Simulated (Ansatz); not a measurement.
A run for Ansatz (a quantum-chemistry and plane-wave program): R-CCSD(T)/def2-QZVPP on H2 (SMILES [H][H]). The basis file is the Basis Set Exchange's JSON of that set.

Ansatz 0.2 input:
```yaml
crystal:
  periodic: [false, false, false]
  atoms:
    - {symbol: H, position_ang: [0.00000000, 0.00000000, 0.37198582]}
    - {symbol: H, position_ang: [-0.00000000, -0.00000000, -0.37198582]}
basis:
  gaussian:
    orbitals: def2-QZVPP.json
magnetization: {spin_polarized: false}
correlation: {method: ccsd_t, electrons: outside_noble_gas}
scf: {lower_state_search: off}
```

It printed:

```
WARN ansatz: RAYON_NUM_THREADS=4 ignored (pool sized by the plan → 4); use --threads N
Functional definition: HF
these checks for a lower state are left out or cut short: stability, starts, cluster_reference, orbital_swaps, neighbouring_geometries, increment
integrals: 0.02 GiB planned
338 factors; integrals over basis functions are off by at most 1.3e-3 eV
mean field: 0.06 GiB planned
mean field evaluation 1: about -30.7562 eV, gradient 3.7e0 eV
mean field evaluation 2: about -30.7558 eV, gradient 3.7e0 eV
mean field evaluation 4: about -30.8446 eV, gradient 7.0e-2 eV
mean field evaluation 8: about -30.8445 eV, gradient 7.8e-7 eV
mean field -30.84454987 eV, -1.1335163005 hartree, gradient 7.6e-7 eV, S^2 0.000000; 0 other end points of the search recorded, 0 dependent functions left out
reference -30.84454987 eV, -1.1335163005 hartree; 1, 1 occupied and 59, 59 virtual orbitals, 338 factors
second order -0.90057049 eV of doubles, -0.00000000 eV of singles
coupled cluster: 0.10 GiB planned
cycle   1  -1.03113374 eV  change   -1.3e-1 eV  update   2.6e-2
cycle   2  -1.09766067 eV  change   -6.7e-2 eV  update   9.1e-3
cycle   3  -1.09779493 eV  change   -1.3e-4 eV  update   1.1e-3
cycle   4  -1.09804300 eV  change   -2.5e-4 eV  update   2.0e-4
cycle   5  -1.09798747 eV  change    5.6e-5 eV  update   2.8e-5
cycle   6  -1.09798468 eV  change    2.8e-6 eV  update   4.5e-6
cycle   7  -1.09798488 eV  change   -2.0e-7 eV  update   5.4e-7
perturbative correction -0.00000000 eV, -0.0000000000 hartree
Total energy: -31.94253475 eV, -1.1738665007 hartree
Checks for a lower state left out: stability, starts, cluster_reference, orbital_swaps, neighbouring_geometries, increment
```

The run converged.

Cost: around 0.7 core-seconds (rough).
